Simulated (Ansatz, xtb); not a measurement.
Molecule: PtH, charge 0, multiplicity 2. The spin state was set by rule; other spins were not relaxed. 
Structure (B3LYP-D3(BJ)/def2-TZVP (Ansatz, a quantum-chemistry and plane-wave program) minimum search):
```xyz
2

Pt     0.0000     0.0000    -0.0194
H      0.0000     0.0000     1.5122
```
Charge 0, spin multiplicity 2.

Harmonic wavenumbers from GFN2-xTB (xtb, at its own minimum), cm⁻¹: 2325.

**Question.** Give the harmonic wavenumbers at B3LYP-D3(BJ)/def2-TZVP (Ansatz, finite differences of forces, unscaled).

**Answer.** 2341 cm⁻¹. Zero-point energy 3.3 kcal/mol.

**Question.** From these and the geometry, give the ideal-gas thermochemistry at 298.15 K and 1 atm (rigid rotor, harmonic oscillator).

**Answer.** Point group C∞v, rotational symmetry number 1. Rotational constants 214.8, 214.8 GHz. S(trans) 41.73, S(rot) 8.67, S(vib) 0.00, S(elec, spin only) 1.38, S 51.8 cal/(mol K). H(298) - H(0) 2.07 kcal/mol; G - E(el) -10.0 kcal/mol.
